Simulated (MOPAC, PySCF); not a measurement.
[Ti(H)4], neutral singlet in the gas phase. 

Cartesian coordinates (Å):
```xyz
5

Ti     0.0000     0.0000     0.0000
H      0.6476    -1.5003    -0.4376
H      0.7317     1.2191    -0.9167
H      0.2875     0.2806     1.6433
H     -1.6668     0.0007    -0.2890
```
Charge 0, multiplicity 1.

All levels are single points at this geometry (r2SCAN-D4/def2-SVP); Pople sets use spherical d functions. Orbital energies aren't observables, and empty levels follow the basis.

```
level                                     HOMO (eV)  LUMO (eV)  gap (eV)  dipole (D)  vertical IE, Delta-SCF (eV)
----------------------------------------  ---------  ---------  --------  ----------  ---------------------------
B3LYP-D3(BJ)/def2-TZVP in PySCF               -8.64      -3.21      5.43        0.00                            –
PBE-D3(BJ)/def2-TZVP in PySCF                 -7.43      -4.29      3.14        0.00                            –
TPSSh-D3(BJ)/def2-TZVP in PySCF               -8.24      -3.57      4.67        0.00                            –
B3LYP/6-311+G** (LANL2DZ on Ti) in PySCF      -8.80      -3.43      5.37        0.00                            –
PBE/6-31G* (LANL2DZ on Ti) in PySCF           -7.76      -4.60      3.16        0.00                        11.17
SVWN5/6-31G* (LANL2DZ on Ti) in PySCF         -7.76      -4.89      2.87        0.00                            –
HF/STO-3G in PySCF                           -10.81       6.15     16.95        0.00                            –
PM6 in MOPAC                                  -8.51      -3.06      5.46        0.00                            –
PM7 in MOPAC                                 -11.15      -2.74      8.40        0.00                            –
```
